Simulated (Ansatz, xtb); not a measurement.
**F2H4O2Si2: which of two isomers lies lower**

We compare a, `O[Si](F)(F)O[SiH3]`, a singlet, with b, `O[Si@H](F)O[SiH2]F`, a singlet. Both are isolated molecules in the gas phase, relaxed with PBE0-D3(BJ)/def2-SVP; the shapes shown needn't be the lowest conformers.

a (Å):

```yaml
atoms:
  - { symbol: F, position_ang: [-2.0059, -0.2493, -2.4103] }
  - { symbol: F, position_ang: [-2.2743, -0.6331, 0.0998] }
  - { symbol: O, position_ang: [-0.9019, -2.4131, -1.3352] }
  - { symbol: O, position_ang: [0.1075, -0.0185, -0.8427] }
  - { symbol: Si, position_ang: [-1.2513, -0.8384, -1.1230] }
  - { symbol: Si, position_ang: [0.9847, 0.9071, 0.2327] }
  - { symbol: H, position_ang: [-1.6057, -2.9988, -1.6278] }
  - { symbol: H, position_ang: [1.1491, 0.1650, 1.5151] }
  - { symbol: H, position_ang: [0.2716, 2.1914, 0.4849] }
  - { symbol: H, position_ang: [2.3132, 1.1711, -0.3812] }
```

b (Å):

```xyz
10

F    -3.9122   -0.1817   -0.2398
F    -1.7130   -0.0835    2.8867
O    -2.7417   -2.0178   -1.7924
O    -1.5421   -1.0404    0.4178
Si   -2.9718   -1.4983   -0.2587
Si   -0.8492   -0.0303    1.5188
H    -2.2306   -1.4683   -2.3939
H    -3.6280   -2.5760    0.4931
H    -0.8710    1.3683    1.0248
H     0.5150   -0.5289    1.8092
```

Q: Estimate which is lower in electronic energy at CCSD(T)/def2-SVP + ΔMP2/def2-TZVPP, and by roughly how much.

A: Too close to call at this level: CCSD(T)/def2-SVP + ΔMP2/def2-TZVPP gives E(b) − E(a) = +0.29 kcal/mol.

How the difference moves with the method:

```tsv
level	geometry	E(b) − E(a) (kcal/mol)	departure from the last row (kcal/mol)	job, with rough time for the two
PBE0-D3(BJ)/def2-SVP	PBE0-D3(BJ)/def2-SVP	+0.31	+0.02	optimisation, 95 s
HF/def2-SVP	PBE0-D3(BJ)/def2-SVP	+0.88	+0.59	part of the CCSD(T) run
MP2/def2-SVP	PBE0-D3(BJ)/def2-SVP	+0.14	−0.15	part of the CCSD(T) run
CCSD(T)/def2-SVP	PBE0-D3(BJ)/def2-SVP	+0.40	+0.11	single point
CCSD(T)/def2-SVP + ΔMP2/def2-TZVPP	PBE0-D3(BJ)/def2-SVP	+0.29		single point, 24 s
```

As drawn, both hold the same kinds of bond in the same numbers.

The largest departure from CCSD(T)/def2-SVP + ΔMP2/def2-TZVPP is that of HF/def2-SVP, 0.59 kcal/mol. Levels run at GFN2-xTB geometries aren't shown. The last row adds to CCSD(T) the change of the MP2 difference between the two basis sets, here −0.11 kcal/mol.

With harmonic frequencies from PBE0-D3(BJ)/def2-SVP (ideal gas, rigid rotor, one conformer each, 298.15 K, 1 atm): on the last row, ΔE + ΔZPE = +1.02 kcal/mol. A mode under 50 cm⁻¹ makes harmonic enthalpies and free energies unreliable, so none is given.

The correlated steps freeze 14 core orbitals. Programs: Ansatz 0.2.0; the last row on 2 threads of Intel(R) Xeon(R) 6975P-C (Granite Rapids) on a shared host.
